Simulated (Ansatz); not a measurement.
Computed with Ansatz on PBE0-D4/def2-TZVP structures; ΔE is electronic, products minus reactants. CBS: MP2 limit from def2 TZ/QZ plus the TZ coupled-cluster correction, frozen cores. This one scheme is used for every species. Functionals use def2-TZVPP. B3LYP here is the variant with VWN-RPA as its local correlation; programs differ in this. Each species was taken in one conformer, which may not be the lowest.

Reaction (formal exchange of groups at the Si–H bond): `N[SiH3]` + `FCCCl` → `N[SiH2]CCF` + HCl

```tsv
level	ΔE (kcal/mol)	difference from CCSD(T)/CBS
PBE-D4	-14.6	0.3
PBE0-D4	-15.0	-0.1
B3LYP-D4	-14.1	0.8
ωB97X-V	-14.1	0.8
ωB97M-V	-15.0	-0.1
B2PLYP	-13.7	1.2
PBE0	-14.2	0.7
B3LYP	-13.0	1.9
HF/def2-TZVPP	-11.5	3.4
MP2/def2-TZVPP	-15.4	-0.5
CCSD/def2-TZVPP	-14.9	0.0
HF/def2-QZVPP	-11.6	3.3
MP2/def2-QZVPP	-15.4	-0.5
SCS-MP2/def2-QZVPP	-14.0	0.9
MP2/CBS(def2)	-15.3	-0.4
CCSD/CBS(def2)	-14.8	0.1
CCSD(T)/CBS	-14.9	0
```

Largest T1 diagnostic among the species: 0.010.

The D4 term adds −1.2 kcal/mol with B3LYP and −0.7 kcal/mol with PBE0; it sums over pairs of atoms, weighted by their polarisabilities, and B3LYP, whose exchange is more repulsive, gets the larger term. In def2-TZVPP, CCSD(T) changes the Hartree–Fock value by −3.4 kcal/mol (the triples alone add −0.1 kcal/mol) and MP2 by −3.9 kcal/mol.
